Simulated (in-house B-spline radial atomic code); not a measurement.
Ba⁺. Computed with a B-spline radial atomic code. Model: non-relativistic spherical atom: semilocal Troullier-Martins pseudo-atom, one channel per l, against all electrons, high spin, G0W0 and RPA with empty states to l = 8, local potential for every l without a channel, a model core (radius 0 = none) keeps its share of the functional.

Without relativity these are model numbers for so heavy an element.

What the tables leave out is listed at the end.

The pseudopotential gives back the lowest level of each angular momentum of its own functional in the configuration it was made in; a second state of the same l is only approximately right. Exact exchange, RPA and GW see the smooth pseudo-orbitals and miss the exchange with the core, for which the functional's share stands in. The column with an uncorrelated core keeps all orbitals and exact exchange, and so separates missing core correlation from pseudisation. Only the three outermost levels and the lowest empty one were computed. RPA here is direct RPA, with no exchange kernel, and its energies carry an (l + 1/2)⁻⁴ tail. A hybrid on a potential with a model core restores only its own semilocal share of the core's exchange.

Command:
```bash
python run_psgw.py task.json out
```
Settings (lengths in bohr, energies in hartree):
```
Z                      56
electrons              55
configuration          [Xe] 6s1
generated_in           [Xe] 6s1
functional             lda,vwn
core_shells            10
radius_factor          0.9
core_correction        False
ion_configuration      [Kr] 4d10 5s2 5p6
```

Time taken, with all properties: 66 s on 1 thread of Arm Neoverse N1, with other jobs on the host.

Given: made with LDA VWN5; model core radius 0 bohr; local radius 1.793 bohr; mean-field start PBE0.

Valence shells of the generating configuration: 5p, 6s.

Channel: s 3.4, p 1.51, d 2.115 (radii in bohr).

Computed: largest level miss in the spin-unpolarised generating configuration 0 eV; valence RPA correlation energy pseudo -0.37235 hartree; all-electron RPA polarisability, core included 76.441 bohr³; pseudo-atom RPA polarisability 68.335 bohr³; ionisation by mean-field all-electron 9.6691 eV; ionisation by RPA all-electron 10.064 eV; ionisation by RPA pseudo minus all 0.535 eV.

```json
{"level": "6s up", "occupied": "1", "mean-field all-electron (eV)": "-8.0861", "mean-field pseudo minus all (eV)": "-0.224", "G0W0 all-electron (eV)": "-10.093", "G0W0 uncorrelated core minus all (eV)": "0.088", "G0W0 pseudo minus all (eV)": "-0.474", "exchange self-energy all-electron (eV)": "-6.9161", "exchange self-energy pseudo (eV)": "-7.1698"}
```

(1) What is the ionisation by mean-field pseudo minus all?

(2) What is the valence RPA correlation energy all-electron orbitals?

Given: mean-field start Hartree-Fock.

Computed: valence RPA correlation energy pseudo -0.30864 hartree; all-electron RPA polarisability, core included 58.903 bohr³; pseudo-atom RPA polarisability 40.022 bohr³; ionisation by mean-field pseudo minus all 1.011 eV; ionisation by RPA all-electron 9.7711 eV; ionisation by RPA pseudo minus all 0.568 eV.

```tsv
level	occupied	mean-field all-electron (eV)	mean-field pseudo minus all (eV)	G0W0 all-electron (eV)	G0W0 uncorrelated core minus all (eV)	G0W0 pseudo minus all (eV)	exchange self-energy all-electron (eV)	exchange self-energy pseudo (eV)
6s up	1	-9.0931	-1.08	-9.9185	0.077	-0.639	-6.4361	-7.9256
5p down	?	?	?	?	?	?	?	?
5p up	1	-29.811	1.733	-30.344	0.041	1.527	-22.751	-15.851
6s down (empty)	0	-4.0156	-0.439	-4.9311	0.052	-0.2	-0.79601	-1.2813
```

(3) What belongs in the row 5p down?

(4) What is the ionisation by mean-field all-electron?

(5) What is the valence RPA correlation energy all-electron orbitals?

Results:

(1) 0.261 eV.

(2) -0.26642 hartree.

(3) occupied: 1; mean-field all-electron (eV): -29.717; mean-field pseudo minus all (eV): 2.181; G0W0 all-electron (eV): -30.267; G0W0 uncorrelated core minus all (eV): 0.05; G0W0 pseudo minus all (eV): 1.63; exchange self-energy all-electron (eV): -22.748; exchange self-energy pseudo (eV): -15.432.

(4) 9.0663 eV.

(5) -0.21125 hartree.

Among the listed levels the largest G0W0 shift of the pseudo-atom is +1.63 eV, for 5p down on the Hartree-Fock start, while leaving the core uncorrelated moves that level by +0.05 eV. So pseudisation and the lost core exchange, not the missing core correlation, make the error. Not in the tables (levels of low weight, unsolved or above zero; the highest and the empty levels are kept at any weight): the LDA start was refused, since an empty level lay at or below an occupied one; on PBE0 the G0W0 levels 5p down (pseudo minus all +0.68 eV, weights 0.69 and 0.78), 5p up (pseudo minus all +0.80 eV, weights 0.57 and 0.76), 5d up (pseudo minus all -0.72 eV, weights 0.37 and 0.62).
